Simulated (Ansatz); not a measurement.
C2H3NSi, SMILES `N#C[C][SiH3]` (excited singlet) (charge 0, multiplicity 1). This singlet is an excited state, 0.96 eV above the relaxed triplet at the level B3LYP/cc-pVTZ // PBE0-D3(BJ)/def2-TZVP (Ansatz, a first-principles code).

Cartesian coordinates (Å):
SMILES: C(#N)[C][SiH3]
```xyz
7

N      2.7254    -0.9295     0.5459
C      1.7841    -0.4195     0.0492
C      0.7768     0.1897    -0.5947
Si    -0.9744     0.3129    -0.0430
H     -1.2509     0.1937     1.4124
H     -1.4769    -0.8900    -0.7727
H     -1.5842     1.5427    -0.5972
```
Charge 0, multiplicity 1.

The restricted HF start is unstable towards unrestricted orbitals.

### Question
Give the natural occupations of the active orbitals, the CASSCF energy and the corrected energy for frozen-core fic-MRCISD+Q@CASSCF(2e,2o)/cc-pVTZ // PBE0-D3(BJ)/def2-TZVP (Ansatz).

### Answer

* **natural occupations**: 1.91, 0.09
* **CASSCF energy**: -420.8079 Ha
* **corrected energy**: -421.4015 Ha
* **weight of the reference**: 0.858
